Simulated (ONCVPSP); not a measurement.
What the settings do to the ONCV potential of Cd

Base potential:

cadmium (Cd), optimised norm-conserving Vanderbilt (ONCV), made with ONCVPSP 4.0.1 (PBE, fully relativistic). Core [Ar] 3d10, reference 4s2 4p6 4d10 5s1.5 5p0.5. Waves: 4s+5s: rc 1.55 bohr, ncon 4, nbas 8, qcut 6.3 1/bohr, 2 projectors; 4p+5p: rc 1.30 bohr, ncon 4, nbas 7, qcut 12.8 1/bohr, 2 projectors; 4d: rc 1.45 bohr, ncon 5, nbas 9, qcut 8.8 1/bohr, 2 projectors, debl 4 Ha. Local part: polynomial inside 1.20 bohr (lpopt 5, dvloc0 4 Ha). Core correction: polynomial model core, fcfact 0.45.

Open shells are filled in proportion to 2j + 1.

Cutoffs, loose and tight: the cutoffs (Ha) at which the residual kinetic energy of the hardest occupied pseudo-wave falls to 1 and 0.1 mHa per electron. They do not see the model core or the augmentation charge, which bear on the density cutoff. Test errors are all-electron minus pseudo excitation energies from the reference, over the configurations 4s2 4p6 4d10 5s2 5p0; 4s2 4p6 4d10 5s1 5p0; 4s2 4p6 4d10 5s0 5p0; 4s2 4p6 4d10 5s1.5 5p0. A dash means not determined; rows that change the core or the reference have their own tests.

A true bound ghost makes a file unfit for plane-wave use even where its test errors are small: the radial tests pick states by their node count and pass the ghost by.

```tsv
change	outcome	cutoff, loose	cutoff, tight	bound ghosts	GHOST(+) flags above zero	largest test error (meV)
base	generated	48 Ha	58 Ha	none	none	-4.1
p: qcut 7.8	generated	33 Ha	71 Ha	none	none	-4.1
p: qcut 10.2	generated	37 Ha	44 Ha	none	none	-4.1
p: qcut 11.4	generated	41 Ha	50 Ha	none	none	-4.1
p: qcut 14.3	generated	53 Ha	63 Ha	none	none	-4.1
p: qcut 15.5	failed: oncvpsp_r: lschvkbb convergence ERROR, n= 2 l= 1	–	–	–	–	–
p: qcut 16.9	failed: oncvpsp_r: lschvkbb convergence ERROR, n= 2 l= 1	–	–	–	–	–
p: qcut 18	generated	66 Ha	78 Ha	none	p1/2	-4.0
```

Problem. What comes out with this change to the base: p: qcut 9?

Solution. outcome: generated; cutoff, loose: 33 Ha; cutoff, tight: 40 Ha; bound ghosts: none; GHOST(+) flags above zero: none; largest test error (meV): -4.1.

Problem. What comes out with this change to the base: p: qcut 19.2?

Solution. outcome: generated; cutoff, loose: 58 Ha; cutoff, tight: 78 Ha; bound ghosts: p3/2, p1/2; GHOST(+) flags above zero: none; largest test error (meV): -4.1.

Reading the sweep of the qcut of the p channel (base included, trends over the rows without a ghost): The loose cutoff rises from 33 Ha at 7.8 to 66 Ha at 18 1/bohr. The waves are optimised to have the least kinetic energy above qcut, so the cutoff follows it (qcut²/2 in Ha). The median size of the test errors (rows with all tests solved) stays near 0.2 meV. Bound ghosts are found at 19.2 1/bohr. The generation fails at 15.5, 16.9 1/bohr.
